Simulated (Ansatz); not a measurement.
Geometry optimisation, Ansatz, UKS BHLYP-D4/def2-SVP.

The input (input.yaml):

```yaml
crystal:
  periodic: [false, false, false]
  atoms:
    - { symbol: Ge, position_ang: [0.000533, 2.0e-06, -0.410371] }
    - { symbol: H, position_ang: [-0.000167, -7.0e-06, 2.34525] }
    - { symbol: H, position_ang: [1.467393, 5.1e-05, -0.866763] }
    - { symbol: H, position_ang: [-0.733015, 1.270351, -0.866538] }
    - { symbol: H, position_ang: [-0.73293, -1.270397, -0.866535] }
    - { symbol: C, position_ang: [-6.0e-05, -2.1e-05, 3.446874] }
    - { symbol: H, position_ang: [-0.556756, -0.866968, 3.807046] }
    - { symbol: H, position_ang: [1.029142, -0.048707, 3.806881] }
    - { symbol: H, position_ang: [-0.472439, 0.915596, 3.807057] }
magnetization:
  spin_polarized: true
  initial_magnetization: 1
basis:
  gaussian: { orbitals: def2-SVP }
hamiltonian:
  xc: { name: BHLYP }
  dispersion: d4
relax:
  f_tol: 0.03
  max_steps: 50
output:
  orbitals: {}
```

Command:

```bash
$ ansatz run input.yaml --threads 2 --pin off --max-ram 3072MiB --backend cpu --events-out ev --progress --plain --runs-dir out
```

Where does it end, and by what steps?

The run converged. The force dipped under the threshold on the way, but the program's further checks kept it going. After 4 steps the energy has fallen by 0.040 eV; H3 moved furthest, 0.35 Å.

| step | energy less start (eV) | largest force component (eV/Å) | accepted |
| --- | --- | --- | --- |
| 0 | 0.0000 | 0.380 | yes |
| 1 | -0.0338 | 0.141 | yes |
| 2 | -0.0380 | 0.026 | yes |
| 3 | -0.0395 | 0.031 | yes |
| 4 | -0.0397 | 0.017 | yes |

```xyz
9
Properties=species:S:1:pos:R:3
Ge 0.001 0.000 -0.748
H 0.000 0.000 2.631
H 1.460 0.000 -1.222
H -0.729 1.264 -1.221
H -0.729 -1.264 -1.221
C 0.000 0.000 3.723
H -0.556 -0.866 4.087
H 1.028 -0.049 4.087
H -0.472 0.914 4.087
```

Whether the end is a true minimum wasn't checked by a vibrational analysis.

Run time: 11 s on 2 threads of Arm Neoverse V2, with other jobs on the host, peak memory 0.21 GiB.
